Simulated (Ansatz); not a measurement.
Compare A (`B[SiH2]COC`) with its isomer B (`CBC[SiH2]O`).

Program: Ansatz. Geometries: PBE0-D4/def2-TZVP. ΔE: electronic, gas phase. CBS: MP2 limit from def2 TZ/QZ plus the TZ coupled-cluster correction, frozen cores. Functionals use def2-TZVPP. B3LYP here is the variant with VWN-RPA as its local correlation; programs differ in this. Each species was taken in one conformer, which may not be the lowest.

Task: Which isomer does CCSD(T)/CBS put lower? Give the gap. (An estimate is asked.)

Result: The calculation gave: B, by 341.2 kJ/mol.

Task: Give E(B) − E(A) in kJ/mol with B2PLYP, MP2/def2-TZVPP, ωB97M-V, r2SCAN-D4, HF/def2-TZVPP, B3LYP-D4, B3LYP. (Best estimate.)

Result: Computed: B2PLYP -336.9, MP2/def2-TZVPP -355.6, ωB97M-V -341.5, r2SCAN-D4 -341.5, HF/def2-TZVPP -326.6, B3LYP-D4 -329.2, B3LYP -326.8. None reverses the order clearly.

Largest T1 diagnostic: 0.011.

From PBE to PBE0 (25 % exact exchange), in def2-TZVPP and without D4, E(B) − E(A) moves by −9.2 kJ/mol. In def2-TZVPP, CCSD(T) changes the Hartree–Fock value by −7.9 kJ/mol (the triples alone add −0.1 kJ/mol) and MP2 by −29.0 kJ/mol.
